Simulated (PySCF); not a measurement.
C3H11NSi2, SMILES [SiH3]N(C=C)C[SiH3]. Atoms are numbered in the order given.

```xyz
17

C     -1.7340    -1.7623    -0.9172
C     -0.5704    -1.0958    -1.0223
N     -0.2650     0.1554    -0.4930
Si    -1.5063     1.1390     0.2803
C      1.1488     0.5556    -0.4860
Si     2.1190    -0.1877     0.9805
H     -2.5834    -1.3915    -0.3373
H     -1.8605    -2.7154    -1.4314
H      0.2491    -1.5422    -1.5992
H     -2.6651     1.3017    -0.6413
H     -2.0069     0.5403     1.5530
H     -0.8658     2.4504     0.5706
H      1.6212     0.2623    -1.4412
H      1.2222     1.6542    -0.4433
H      2.0561    -1.6759     0.9252
H      1.4955     0.2769     2.2540
H      3.5478     0.2482     0.9430
```

Coordinates come from a B3LYP-D3(BJ)/def2-SVP optimisation. This is a generated structure with no PubChem entry under its InChIKey; it may be hypothetical. One conformer was computed; it need not be the lowest.

Two levels are set side by side: PBE/pcSseg-1 (PySCF) and PBE0/pcSseg-1 (PySCF). GIAO shifts against NH3 (¹⁵N), TMS (²⁹Si), TMS (¹H), TMS (¹³C) at the same level; non-relativistic, no solvent, atoms listed together averaged. Differences are taken from unrounded values.

```csv
quantity,PBE0
δ(¹³C) of C1 (ppm),93.0
δ(¹³C) of C2 (ppm),153.3
δ(¹⁵N) of N3 (ppm),67.9
δ(²⁹Si) of Si4 (ppm),-48.9
δ(¹³C) of C5 (ppm),42.0
δ(²⁹Si) of Si6 (ppm),-70.3
δ(¹H) of H9 (ppm),6.33
"δ(¹H) of H13, H14 (ppm)",3.12
```

Task: What does PBE give, and how far is it from PBE0? (The exact figures need the calculation; the answer reports its results.)

Result: 
```
quantity                   PBE  PBE minus PBE0
-----------------------  -----  --------------
δ(¹³C) of C1 (ppm)        90.6            -2.3
δ(¹³C) of C2 (ppm)       150.0            -3.3
δ(¹⁵N) of N3 (ppm)        80.0            12.1
δ(²⁹Si) of Si4 (ppm)     -52.8            -3.9
δ(¹³C) of C5 (ppm)        44.7             2.7
δ(²⁹Si) of Si6 (ppm)     -75.0            -4.7
δ(¹H) of H9 (ppm)         6.31           -0.02
δ(¹H) of H13, H14 (ppm)   3.28            0.16
```

Rough cost on one machine, each run with all the roots and properties that it gave: PBE0 against PBE within a factor of 2.
